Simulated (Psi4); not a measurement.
# Worked example: vertical energy of the triplet above the singlet of C2H3ClSi (SMILES ClC1=C[SiH2]1)

C2H3ClSi: 7 atoms, total charge 0, spin state singlet. As SMILES, `ClC1=C[SiH2]1`. Geometry: relaxed at PBE0-D4/def2-TZVP.

Both states at this one shape; open shells run unrestricted unless said. 1 Eh = 27.2114 eV.

```tsv
level	program	singlet C2H3ClSi (Eh)	triplet C2H3ClSi (Eh)
revPBE/def2-SVP	Psi4	-827.173025	-827.003212
r2SCAN/def2-SVP	Psi4	-827.232961	-827.069152
```

Question: Work out the vertical gap, second state less first, at each level.

Answer: 
1. revPBE/def2-SVP: -827.003212 − (-827.173025) = 0.169813 Eh = 4.62 eV.
2. r2SCAN/def2-SVP: -827.069152 − (-827.232961) = 0.163809 Eh = 4.46 eV.

No measured value is set beside it here; the levels span 4.46 to 4.62 eV.
